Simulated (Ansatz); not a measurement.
Os₃. The state is a singlet with charge 0. Geometry PBE0-D4/def2-TZVP.

```xyz
3

Os    0.959    0.732   -0.523
Os   -0.884   -0.581   -0.781
Os   -0.075   -0.151    1.304
```

In the def2 sets Os takes a core potential; there is no spin–orbit coupling. At PBE-D4/def2-TZVP, r2SCAN-D4/def2-TZVP the restricted singlet is unstable: a solution with broken spin symmetry lies lower. The restricted singlet is unstable towards broken spin symmetry at other levels; at PBE0-D4/def2-SVP, PBE0-D4/def2-TZVPD, ωB97M-V/def2-TZVP this wasn't settled. The geometry of the singlet was relaxed on an unsound state (restricted singlet, unstable towards broken spin symmetry). At PBE0-D4/def2-TZVP a quintet of charge 0 lies 0.98 eV below the restricted singlet, each at its own geometry. That quintet is doubtful there (⟨S²⟩ 6.79, where a pure state has 6.00). The structure comes from a short search, and lower isomers may exist.

Estimate the orbital energies around the gap (eV) in Ansatz with PBE-D4/def2-TZVP, r2SCAN-D4/def2-TZVP, PBE0-D4/def2-SVP, PBE0-D4/def2-TZVPD, ωB97M-V/def2-TZVP.


```csv
orbital,PBE-D4/def2-TZVP,r2SCAN-D4/def2-TZVP,PBE0-D4/def2-SVP,PBE0-D4/def2-TZVPD,ωB97M-V/def2-TZVP
HOMO−13,-48.29,-49.56,-50.95,-50.99,-53.50
HOMO−12,-48.02,-49.30,-50.71,-50.76,-53.27
HOMO−11,-10.05,-10.13,-11.05,-11.01,-13.16
HOMO−10,-8.47,-8.40,-8.96,-8.93,-10.65
HOMO−9,-8.03,-7.99,-8.69,-8.68,-10.50
HOMO−8,-8.03,-7.99,-8.69,-8.68,-10.50
HOMO−7,-7.32,-7.44,-8.11,-8.08,-9.94
HOMO−6,-6.35,-6.31,-7.18,-7.15,-9.30
HOMO−5,-6.35,-6.25,-6.79,-6.78,-8.56
HOMO−4,-6.19,-6.25,-6.79,-6.78,-8.56
HOMO−3,-4.51,-4.55,-5.29,-5.28,-7.34
HOMO−2,-4.51,-4.55,-5.29,-5.28,-7.34
HOMO−1,-4.17,-4.19,-5.03,-5.04,-7.12
HOMO,-4.17,-4.19,-5.03,-5.04,-7.12
LUMO,-4.06,-3.79,-2.68,-2.71,-0.86
LUMO+1,-4.06,-3.79,-2.68,-2.71,-0.86
LUMO+2,-3.53,-3.26,-2.46,-2.55,-0.31
LUMO+3,-3.44,-3.18,-2.46,-2.55,-0.31
LUMO+4,-3.44,-3.18,-2.25,-2.26,0.02
LUMO+5,-2.62,-2.23,-1.37,-1.44,0.64
```
